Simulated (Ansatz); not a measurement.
`C[CH2][Ge][F]` + CH₃OH → `C[O][Ge][F]` + `CC` at 298.15 K and 1 bar (ligand exchange at a Ge–C bond).

Gas-phase electronic energies from Ansatz, PBE0-D4/def2-TZVP geometries. CCSD(T)/CBS is the MP2 limit (def2-TZVPP, def2-QZVPP) plus CCSD(T) − MP2 in def2-TZVPP, frozen cores. This one scheme is used for every species. For Ge outer-core shells are correlated without core-valence functions, which leaves a few kJ/mol of doubt a bond. Scalar relativity is left out up to krypton. One conformer a species, not always the lowest.

| species | CCSD(T)/CBS energy (Eh) | H − E (kJ/mol) | S (J/(mol·K)) |
| --- | --- | --- | --- |
| `C[CH2][Ge][F]` | -2255.03793 | 191.5 | 336.9 |
| CH₃OH | -115.61712 | 146.3 | 238.2 |
| `C[O][Ge][F]` | -2290.98541 | 132.0 | 320.9 |
| `CC` | -79.71954 | 207.7 | 227.7 |

H − E and S are ideal-gas, rigid-rotor, harmonic terms from PBE0-D4/def2-TZVP, for one conformer and one mirror image of each species. 1 Eh = 2625.50 kJ/mol, R = 8.31446 J/(mol·K).

Problem. By hand: ΔE, ΔH, ΔS and ΔG.

Solution. ΔE = (-2290.98541) + (-79.71954) − (-2255.03793) − (-115.61712) = -0.04990 Eh = -131.0 kJ/mol. Δ(H − E) = 132.0 + 207.7 − 191.5 − 146.3 = 1.9, so ΔH = -129.1 kJ/mol. ΔS = 320.9 + 227.7 − 336.9 − 238.2 = -26.5 J/(mol·K). ΔG = -129.1 − 298.15 × (-26.5)/1000 = -121.2 kJ/mol.

Problem. By hand: the equilibrium constant, and the temperature at which ΔG would vanish if ΔH and ΔS stayed fixed.

Solution. log₁₀ K = −ΔG/(RT ln 10) = 21.2. ΔG = 0 at ΔH/ΔS = 4872 K, far beyond where these terms or the molecules hold.

ΔH outweighs TΔS. A doubt of 5 kJ/mol in ΔE shifts log₁₀ K by 0.9 here. Other conformers and mirror images would add mixing entropy, several J/(mol·K) or more a flexible species. Modes under 60 cm⁻¹, often nearly free rotors, make the harmonic entropy too high. These are equilibria of isolated gas molecules and say nothing of rates. Largest T1 diagnostic: 0.015 (customary marks: 0.02 for closed shells, 0.045 for open ones).
